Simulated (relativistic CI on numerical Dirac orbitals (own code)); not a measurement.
Mn⁶⁺: 2p photoemission

Computed with this model: Dirac-Coulomb-Breit CI, orbitals from a KLI potential per configuration, model QED (radiative potential, 1s self-energy scaled to tabulated hydrogen-like ionisation energies), valence Slater integrals scaled by 0.8, multiplet model of photoemission in the sudden approximation; configurations [Ar] 3d → [He] 2s2 2p5 3s2 3p6 3d; 300 K; Lorentzian 0.5 eV and Gaussian 0.6 eV FWHM. Energies are those of the free ion, without screening or charge transfer. The energies are binding energies and can lie tens of eV above those of solids. S is read from ⟨S²⟩ = S(S + 1).

Field parameters in Wybourne normalisation: D3d B²₀ = −7Dσ, B⁴₀ = −14Dq − 21Dτ, B⁴₃ = −14√(10/7) Dq; D4h B²₀ = −7Ds, B⁴₀ = 21(Dq − Dt), B⁴₄ = 21√(5/14) Dq; Oh B⁴₀ = 21Dq, B⁴₄ = √(5/14) B⁴₀; Td as Oh with Dq negative (B⁴₀ = 21Dq, B⁴₄ = √(5/14) B⁴₀). The field is a parameter set, without covalency.

Peaks in eV (height, largest 100): 777.4 (41), 778.5 (100), 779.3 (60), 782.7 (12), 788.6 (58), 792.2 (32).

(1) Which surroundings give this spectrum?
A. D4h, 10Dq = 26800, Ds = -1120, Dt = -480 cm⁻¹
B. D4h, 10Dq = 38750, Ds = 1820, Dt = -380 cm⁻¹
C. free ion
D. Oh, 10Dq = 41600 cm⁻¹

## Answers

(1) C. free ion, where the ground state has S = 0.50.
